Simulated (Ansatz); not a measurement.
C2H6Cl2S2Sn, SMILES `C[S][Sn]([Cl])([Cl])[S]C` at its PBE0-D4/def2-TZVP geometry, where that method's forces vanish. The species carries charge 0 and has multiplicity 1. Sn: def2 effective core potential.

```xyz
13

C     1.4563   -0.8068   -1.7546
S    -0.3633   -0.8452   -1.7574
Sn   -0.7365    1.1321   -0.5040
Cl   -3.0348    1.3996   -0.3892
Cl    0.1920    2.9734   -1.5597
S     0.2218    1.0607    1.6632
C    -0.6757   -0.3936    2.2893
H     1.8537   -0.7833   -0.7403
H     1.8315    0.0405   -2.3269
H     1.7741   -1.7307   -2.2377
H    -1.7396   -0.1840    2.3912
H    -0.2580   -0.5995    3.2748
H    -0.5215   -1.2633    1.6511
```

Question: What forces (eV/Å) does r2SCAN-D4/def2-TZVPP give on these atoms in the Gaussian-basis code of Ansatz? (Estimate.)

Answer: The calculation gave: 
```
C1   0.193  0.007 -0.002
S2  -0.169 -0.119 -0.080
Sn3  0.011 -0.018  0.008
Cl4 -0.134  0.010  0.003
Cl5  0.057  0.109 -0.056
S6   0.147  0.152  0.066
C7  -0.098 -0.153  0.067
H8  -0.003 -0.004 -0.020
H9  -0.003 -0.016  0.010
H10 -0.007  0.021  0.010
H11  0.018 -0.007  0.000
H12 -0.009  0.005 -0.022
H13 -0.003  0.013  0.016
```
